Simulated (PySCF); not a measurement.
Job for PySCF: R-M06-2X/6-31G* on H3NSe (SMILES N[SeH]).

```python
from pyscf import gto, scf, dft, mp
from pyscf.data.elements import chemcore

mol = gto.M(
    atom='''
    N    -1.00135577    0.59995557    0.75958244
    Se   -0.20056191   -0.94693467    0.04936699
    H    -0.82625228    1.39768240    0.15966990
    H    -2.00116174    0.46821383    0.85935833
    H    -0.92866737   -0.99732372   -1.24002666
    ''',
    basis='6-31g*',
    cart=True,
    charge=0, spin=0, verbose=3, max_memory=1800)
mf = dft.RKS(mol, xc='m062x')
mf.conv_tol = 1e-8
mf.max_cycle = 100
mf.kernel()
if not mf.converged:
    mf = mf.newton().run(mf.mo_coeff, mf.mo_occ)
```

It printed:

```
converged SCF energy = -2457.7669588024
```

Self-consistency was reached.

Cost: around 6 core-seconds (rough).
